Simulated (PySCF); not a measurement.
A PySCF script (with the pyscf-properties extension) for the NMR shieldings of SMILES C#C[C@@]1(F)[SiH2]CC=C1CF, C7H8F2Si, on a GFN2-xTB geometry:

```python
import basis_set_exchange as bse
import numpy as np
from pyscf import gto, dft
from pyscf.prop import nmr

atoms = """
C     1.224172    2.631240    0.801850
C     0.970685    1.622839    0.206663
C     0.684201    0.401369   -0.506998
F     0.945537    0.605215   -1.876000
Si    1.678312   -1.132325    0.156778
C     0.100963   -1.946384    0.854859
C    -1.027180   -1.109301    0.332524
C    -0.764994    0.007827   -0.330066
C    -1.779018    0.925244   -0.937921
F    -3.062112    0.541782   -0.638616
H     1.446242    3.511031    1.328508
H     2.647799   -0.723829    1.171093
H     2.265936   -1.836100   -0.979428
H    -0.035985   -2.983686    0.545990
H     0.080093   -1.950279    1.946354
H    -2.041776   -1.434028    0.510118
H    -1.651080    1.949439   -0.565434
H    -1.690554    0.926264   -2.031930
"""
names = dict.fromkeys(["C", "F", "Si", "H"], "pcSseg-1")
basis = {el: gto.basis.parse(bse.get_basis(n, elements=[el], fmt="nwchem")) for el, n in names.items()}
mol = gto.M(atom=atoms, basis=basis, charge=0, verbose=0)
mf = dft.RKS(mol, xc="PBE0")
mf.grids.level = 2
mf.grids.alignment = dft.numint.BLKSIZE   # the property module wants whole blocks of grid points
mf.conv_tol = 1e-9
mf.kernel()

calc = nmr.RKS(mf)   # GIAO
C = mf.mo_coeff
Co = C[:, mf.mo_occ > 0]
resp = mf.gen_response(singlet=True, hermi=2)
def vind(x):   # induced exchange potential for any number of trial vectors
    d = np.einsum("pi,xij,qj->xpq", C, 2 * x.reshape(-1, C.shape[1], Co.shape[1]), Co, optimize=True)
    return np.einsum("xpq,pi,qj->xij", resp(d - d.transpose(0, 2, 1)), C, Co, optimize=True).ravel()
mo1, _ = nmr.rhf.solve_mo1(calc, with_cphf=vind)
sigma = calc.kernel(mo1)
for i, s in enumerate(sigma):   # ppm
    print("%2d %-2s %9.2f" % (i, mol.atom_pure_symbol(i), np.trace(s) / 3))
```

**Question.** What are the results?

**Answer.** 
```
 0 C      96.75
 1 C     100.39
 2 C      93.78
 3 F     368.66
 4 Si    358.13
 5 C     170.84
 6 C      51.36
 7 C      35.80
 8 C     102.06
 9 F     438.99
10 H      28.99
11 H      27.00
12 H      26.95
13 H      29.74
14 H      29.76
15 H      25.44
16 H      25.92
17 H      26.06
```

These numbers come from an equivalent density-fitted implementation of the same equations, which agrees with the script to about 0.01 ppm for H and up to a few tenths of a ppm for heavy atoms, so last digits may differ.

**Question.** Turn these shieldings into chemical shifts. Scale: ¹³C (186.93 ppm), ²⁹Si (349.16 ppm), ¹H (31.72 ppm) vs TMS; ¹⁹F (170.95 ppm) against CFCl3 (reference shieldings calculated alike).

**Answer.** Averaging equivalent atoms: C 7: 151.1; C 6: 135.6; C 2: 93.1; C 0: 90.2; C 1: 86.5; C 8: 84.9; C 5: 16.1; F 3: -197.7; F 9: -268.0; Si 4: -9.0; H 15: 6.27; H 16: 5.80; H 17: 5.66; H 12: 4.77; H 11: 4.72; H 10: 2.73; H 13: 1.97; H 14: 1.95 ppm. Unscaled 19F shifts against computed CFCl3 carry errors that often reach 10 to 50 ppm.

Size and cost of the density-fitted run: 217 basis functions, 99 s wall time on 1 thread of an Intel Xeon, shared host; peak memory 0.92 GiB.
